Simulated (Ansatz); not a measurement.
**Energy differences in ScCl**

Calculated in Ansatz's Gaussian-basis code. Basis cc-pwCVTZ-DK on Sc, cc-pVTZ-DK on Cl, scalar X2C without spin–orbit coupling, 10 orbitals frozen in the corrections; active space CAS(8,9), shells under the valence barred from it. Restricted Hartree–Fock, then the lowest state-specific CASSCF solution met for each case. Single-reference values can break down or jump between states where bonds are stretched. Solutions in different active orbitals can move differences by tenths of an eV and at times more than 1 eV.

Case A, singlet: bond length 2.2300 Å.

Case B, singlet: bond length 2.5645 Å.

Case C, triplet: the shape of A.

Energy less that of case A, in eV:

```
case  RHF/ROHF  CASSCF
   B    +0.352  +0.109
   C    -0.690  -0.233
```

Problem. Give the SC-NEVPT2 energies against case A.

Solution. B: +0.434 eV (10.0 kcal/mol); C: -0.115 eV (-2.7 kcal/mol).

Problem. Which case is lowest, and do the methods agree?

Solution. C is lowest in SC-NEVPT2. Of the methods shown, RHF/ROHF, CASSCF agree.
